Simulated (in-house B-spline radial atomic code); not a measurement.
Ionising Ba VIII (Ba7+) with different functionals

Computed with a B-spline radial code for spherical atoms: four-component Dirac-Coulomb Hamiltonian, Fermi nucleus of rms radius 4.8378 fm, spin-restricted, spherical fractional occupations for the functionals. The ionisation energy is the difference of two self-consistent energies, [Kr] 4d10 5s2 5p1 → [Kr] 4d10 5s2, without Breit or QED terms; ε is the level of the shell that loses the electron (mean over j). The electron is taken from both j subshells in proportion to 2j + 1, so the result is a j average, not the step between ground levels.

Hybrids are left out here: with spherical fractional occupations of an open shell their exact exchange keeps a self-interaction that integer-occupation calculations don't have.

```tsv
method	rung	ΔSCF (eV)	-ε(5p) (eV)
LDA VWN5	LDA	?	?
relativistic LDA	LDA	99.51	92.75
LDA PW92	LDA	99.56	92.80
LDA exchange-only	LDA	98.00	91.23
PBE	GGA	98.99	92.26
PBEsol	GGA	?	?
BLYP	GGA	99.14	92.34
RPBE	GGA	98.74	92.06
PW91	GGA	99.15	92.42
BP86	GGA	99.19	92.49
AM05	GGA	99.03	92.34
OLYP	GGA	98.67	92.03
```

(1) What does PBEsol give?

(2) What does LDA VWN5 give?

(3) How do they compare with the NIST value?

Results:

(1) ΔSCF 99.04 eV, and -ε(5p) = 92.35 eV.

(2) ΔSCF 99.57 eV, and -ε(5p) = 92.81 eV.

(3) NIST lists 101 eV ± 2.1 (tabulated theory, ground level to ground level). Errors run from -3.00 to -1.43 eV; all lie within about twice that uncertainty, so the table can't rank the methods.
